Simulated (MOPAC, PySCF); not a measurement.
C₂H₈Si, SMILES `[SiH2](C)C`, neutral singlet in the gas phase. 

Cartesian coordinates (Å):
SMILES: [SiH2](C)C
```xyz
11

C     -1.5716     0.1811    -0.2283
Si     0.0858    -0.6736    -0.4403
C      1.4948     0.4216     0.1410
H     -1.6082     1.1085    -0.8040
H     -1.7505     0.4295     0.8201
H     -2.3907    -0.4564    -0.5665
H      0.0923    -1.9428     0.3331
H      0.2854    -1.0212    -1.8715
H      2.4585    -0.0760     0.0174
H      1.3809     0.6752     1.1972
H      1.5232     1.3541    -0.4270
```
Charge 0, spin multiplicity 1.

All levels are single points at this geometry (B3LYP-D3(BJ)/def2-TZVP); Pople sets use spherical d functions. Orbital energies aren't observables, and empty levels follow the basis.

PM7 in MOPAC gives gap (eV) = 13.20.

**Question.** Estimate the gap (eV) from each of these levels: B3LYP-D3(BJ)/def2-TZVP in PySCF; PBE-D3(BJ)/def2-TZVP in PySCF; B3LYP/6-311+G** in PySCF; BP86/6-31G* in PySCF; HF/3-21G in PySCF; HF/6-31G* in PySCF; HF/STO-3G in PySCF; AM1 in MOPAC.

**Answer.** 
```tsv
level	gap (eV)
B3LYP-D3(BJ)/def2-TZVP in PySCF	9.35
PBE-D3(BJ)/def2-TZVP in PySCF	7.79
B3LYP/6-311+G** in PySCF	8.51
BP86/6-31G* in PySCF	8.35
HF/3-21G in PySCF	17.31
HF/6-31G* in PySCF	16.74
HF/STO-3G in PySCF	24.44
AM1 in MOPAC	12.96
```
